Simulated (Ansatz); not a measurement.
Frontier orbitals of C$_{5}$H$_{9}$CuN$_{2}$O, SMILES `Cn1ccn(C)[c+]1[Cu-][OH]`.

| atom | x (Å) | y (Å) | z (Å) |
| --- | --- | --- | --- |
| C1 | -1.444 | -1.673 | 1.042 |
| N2 | -0.616 | -1.046 | 0.040 |
| C3 | -0.313 | -1.599 | -1.180 |
| C4 | 0.473 | -0.708 | -1.822 |
| N5 | 0.624 | 0.361 | -0.972 |
| C6 | 1.396 | 1.544 | -1.272 |
| C7 | -0.043 | 0.171 | 0.189 |
| Cu8 | -0.149 | 1.320 | 1.665 |
| O9 | -0.356 | 2.453 | 3.038 |
| H10 | -1.013 | -2.628 | 1.348 |
| H11 | -2.452 | -1.837 | 0.656 |
| H12 | -1.492 | -1.007 | 1.902 |
| H13 | -0.676 | -2.565 | -1.488 |
| H14 | 0.929 | -0.747 | -2.796 |
| H15 | 1.315 | 2.220 | -0.423 |
| H16 | 1.006 | 2.036 | -2.164 |
| H17 | 2.445 | 1.285 | -1.429 |
| H18 | 0.366 | 2.421 | 3.667 |

Total charge 0; spin multiplicity 1. For Cu the d shell is correlated and the shells below it are frozen. Scalar relativity is left out up to krypton. The geometry is a stationary point of PBE0-D4/def2-TZVP. It is one conformer, not always the lowest. Basis def2-TZVPP, Ansatz 0.2.0.

Orbital energies of one run (eV). Highest occupied ones, from the top: -4.25, -4.42, -5.07, -5.21, -5.21, -6.15, -6.19, -6.89, -7.73, -8.64, -9.87, -10.36, -10.44, -10.63. Empty: -0.93, -0.71, 0.09, 0.29, 0.88, 1.09.

(1) Which functional gave them?
A. revPBE
B. LC-ωPBE
C. ωB97X-V
D. B97M-V

Results:

(1) D. HOMO energies: B97M-V -4.25, revPBE -3.90, LC-ωPBE -8.23, ωB97X-V -7.94 eV.

LC-ωPBE has ω = 0.4 bohr⁻¹.
